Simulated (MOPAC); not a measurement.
Job for MOPAC: PM6 on CdFI (SMILES [F][Cd][I]), a point of a bond scan (R = 3.876 Å).

```
PM6 1SCF PRECISE CHARGE=0 THREADS=1
CdFI

Cd    -0.00000000 1    -0.00000000 1    -1.08526849 1
F     -0.00000000 1    -0.00000000 1    -3.03871967 1
I      0.00000000 1     0.00000000 1     2.79097475 1
```

It printed:

```
*******************************************************************************
 **                                                                           **
 **                              MOPAC v23.2.5                                **
 **                                                                           **
 *******************************************************************************
 ** MOPAC's Digital Object Identifier: https://doi.org/10.5281/zenodo.6511958 **
 **                                                                           **
 ** Please cite the open-source release paper for use of this MOPAC version:  **
 ** J. E. Moussa and J. J. P. Stewart (2026)                                  **
 ** MOPAC: An open-source semiempirical molecular orbital program             **
 ** J. Open Source Softw., 11(119), 8025, https://doi.org/10.21105/joss.08025 **
 *******************************************************************************

                              PM6 CALCULATION RESULTS

 *******************************************************************************
 *  PM6        - The PM6 Hamiltonian to be used
 *
 *
 *
 *                 CHARGE ON SYSTEM = 0
 *
 *
 *
 *  PRECISE    - TIGHTER CRITERIA TO BE USED
 *  1SCF       - DO 1 SCF AND THEN STOP
 *  THREADS=1  - MULTI-THREADING NOT USED
 *  T=         - A TIME OF 172800.0 SECONDS REQUESTED
 *  DUMP=N     - RESTART FILE WRITTEN EVERY 7200.0 SECONDS REQUESTED
 *******************************************************************************
PM6 1SCF PRECISE CHARGE=0 THREADS=1
 CdFI

   ATOM   CHEMICAL          X               Y               Z
  NUMBER   SYMBOL      (ANGSTROMS)     (ANGSTROMS)     (ANGSTROMS)

     1      Cd         -0.00000000  *  -0.00000000  *  -1.08526849  *
     2       F         -0.00000000  *  -0.00000000  *  -3.03871967  *
     3       I          0.00000000  *   0.00000000  *   2.79097475  *



          CARTESIAN COORDINATES

    NO.       ATOM           X           Y           Z

     1        Cd         -0.0000     -0.0000     -1.0853
     2         F         -0.0000     -0.0000     -3.0387
     3         I          0.0000      0.0000      2.7910

 General Reference for PM6:
 "Optimization of Parameters for Semiempirical Methods V: Modification of NDDO Approximations
 and Application to 70 Elements", J. J. P. Stewart, J. Mol. Mod., 13, 1173-1213 (2007)
 URL: https://link.springer.com/article/10.1007/s00894-007-0233-4

           Empirical Formula: Cd F I  =     3 atoms



      MOLECULAR POINT GROUP   :   C*v


      RHF CALCULATION, NO. OF DOUBLY OCCUPIED LEVELS = 8


 -------------------------------------------------------------------------------
 PM6 1SCF PRECISE CHARGE=0 THREADS=1
 CdFI



     1SCF WAS SPECIFIED, SO BFGS WAS NOT USED
     SCF FIELD WAS ACHIEVED


                              PM6 CALCULATION
                                                       MOPAC v23.2.5 Linux




          FINAL HEAT OF FORMATION =        -15.99923 KCAL/MOL =     -66.94076 KJ/MOL


          COSMO AREA              =        120.41 SQUARE ANGSTROMS
          COSMO VOLUME            =         97.80 CUBIC ANGSTROMS

          IONIZATION POTENTIAL    =          9.607069 EV
          HOMO LUMO ENERGIES (EV) =         -9.607 -3.188
          NO. OF FILLED LEVELS    =          8
          MOLECULAR WEIGHT        =        258.3129         POINT GROUP:  C*v

          MOLECULAR DIMENSIONS (Angstroms)

            Atom       Atom       Distance
            I     3    F     2     5.82969
            I     3    F     2     0.00000
           Cd     1    F     2     0.00000


          SCF CALCULATIONS        =          1





   ATOM   CHEMICAL          X               Y               Z
  NUMBER   SYMBOL      (ANGSTROMS)     (ANGSTROMS)     (ANGSTROMS)

     1      Cd         -0.00000000  *  -0.00000000  *  -1.08526849  *
     2       F         -0.00000000  *  -0.00000000  *  -3.03871967  *
     3       I          0.00000000  *   0.00000000  *   2.79097475  *

                             CARTESIAN COORDINATES

   1   Cd       -0.000000000    -0.000000000    -1.085268490
   2    F       -0.000000000    -0.000000000    -3.038719670
   3    I        0.000000000     0.000000000     2.790974750


           Empirical Formula: Cd F I  =     3 atoms



      MOLECULAR POINT GROUP   :   C*v


                  EIGENVALUES
 -35.29104 -18.96517 -12.50841 -12.50841 -12.43188 -10.32952  -9.60707  -9.60707
  -3.18805   1.14655   1.14655   3.90590 113.44511 113.60533 113.60533 114.15101
 114.15101


              NET ATOMIC CHARGES AND DIPOLE CONTRIBUTIONS

  ATOM NO.   TYPE          CHARGE      No. of ELECS.   s-Pop       p-Pop       d-Pop
    1         Cd           1.026810        0.9732     0.71745     0.25574
    2          F          -0.694715        7.6947     1.95648     5.73824
    3          I          -0.332095        7.3321     1.99606     5.33569     0.00035
 DIPOLE           X         Y         Z       TOTAL
 POINT-CHG.     0.000     0.000     0.335     0.335
 HYBRID        -0.000    -0.000    -0.086     0.086
 SUM           -0.000    -0.000     0.249     0.249


          ATOMIC ORBITAL ELECTRON POPULATIONS

     Atom    s        px        py        pz      x^2-y^2     xz        z^2       yz        xy
    1 Cd   0.71745   0.02338   0.02338   0.20899
    2  F   1.95648   1.97685   1.97685   1.78454
    3  I   1.99606   1.99975   1.99975   1.33620   0.00000   0.00003   0.00029   0.00003   0.00000

 **********************
 *                    *
 * JOB ENDED NORMALLY *
 *                    *
 **********************




 == MOPAC DONE ==
```

The run finished.

Cost: very roughly 0.03 core-seconds.
